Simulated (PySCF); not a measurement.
Zr(O)2 anion (O2Zr), SMILES [Zr](=[O])=[O] (connectivity only; charge and spin as stated), charge -1, multiplicity 2. Coordinates come from a PBE0-D3(BJ)/def2-TZVPD optimisation. The multiplicity is an assumed one; other spin states were not compared. The isomer is the one that the SMILES or the coordinates give; other isomers of the formula were not compared. The def2 effective core potentials stand for the cores of Zr; spin–orbit coupling is left out.

All values below come from PySCF 2.14.0 with PBE0-D3(BJ)/def2-TZVPD.

Harmonic wavenumbers (cm⁻¹): 288, 821, 896. Rotational constants (GHz): 19.88, 7.299, 5.339; symmetry number 2.

**Question.** Work out the zero-point energy and the ideal-gas rigid-rotor harmonic-oscillator thermochemistry at 298.15 K and 1 atm.

**Answer.** ZPE = ½ Σ hcν = ½ × 2004 cm⁻¹ = 2.87 kcal/mol. H − E(el) = 5.59 kcal/mol. Entropy in cal/(mol K): translation 40.34, rotation 22.17, vibration 1.82, spin 1.38, total 65.70. G − E(el) = -14.00 kcal/mol. Cp = 10.77 cal/(mol K).
